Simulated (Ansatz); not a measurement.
Input for Ansatz (a program for electronic structure): R-PBE/def2-TZVPP on CH4SeTe (SMILES C[Te][SeH]), a point of a torsion scan. Elements past Kr take the def2 small-core potentials; no spin–orbit coupling.

Ansatz 0.2 input:
```yaml
crystal:
  periodic: [false, false, false]
  atoms:
    - {symbol: C, position_ang: [-1.02190303, -0.15331202, 0.06734202]}
    - {symbol: Te, position_ang: [0.09902361, 1.68857327, -0.11655812]}
    - {symbol: Se, position_ang: [2.32914027, 0.56808173, -0.02218142]}
    - {symbol: H, position_ang: [-0.70705526, -0.85446625, -0.69430679]}
    - {symbol: H, position_ang: [-2.06511259, 0.09191082, -0.07651004]}
    - {symbol: H, position_ang: [-0.88280931, -0.59009162, 1.04792010]}
    - {symbol: H, position_ang: [2.84300992, 1.22327796, 1.15917153]}
basis:
  gaussian:
    orbitals: def2-TZVPP
hamiltonian:
  xc: {name: PBE}
scf: {lower_state_search: off}
```

It printed:

```
WARN ansatz: RAYON_NUM_THREADS=1 ignored (pool sized by the plan → 1); use --threads N
Functional definition: PBE
these checks for a lower state are left out or cut short: stability, starts, cluster_reference, orbital_swaps, neighbouring_geometries, increment
integrals: 0.10 GiB planned
1189 factors; their error is unknown
mean field: 0.70 GiB planned
mean field evaluation 1: about -73724.9942 eV, gradient 6.4e1 eV
mean field evaluation 2: about -73699.4952 eV, gradient 1.0e2 eV
mean field evaluation 4: about -73734.5681 eV, gradient 1.1e1 eV
mean field evaluation 8: about -73734.7703 eV, gradient 8.3e-2 eV
mean field evaluation 16: about -73734.6067 eV, gradient 3.5e-4 eV
mean field -73734.60672610 eV, -2709.6968180728 hartree, gradient 2.7e-6 eV, S^2 0.000000; 0 other end points of the search recorded, 0 dependent functions left out
reference -73734.60676366 eV, -2709.6968194530 hartree; 34, 34 occupied and 151, 151 virtual orbitals, 1189 factors
Total energy: -73734.60676366 eV, -2709.6968194530 hartree
Checks for a lower state left out: stability, starts, cluster_reference, orbital_swaps, neighbouring_geometries, increment
```

The calculation finished and met its thresholds.

Cost: about 1.6 core-seconds (a rough figure).
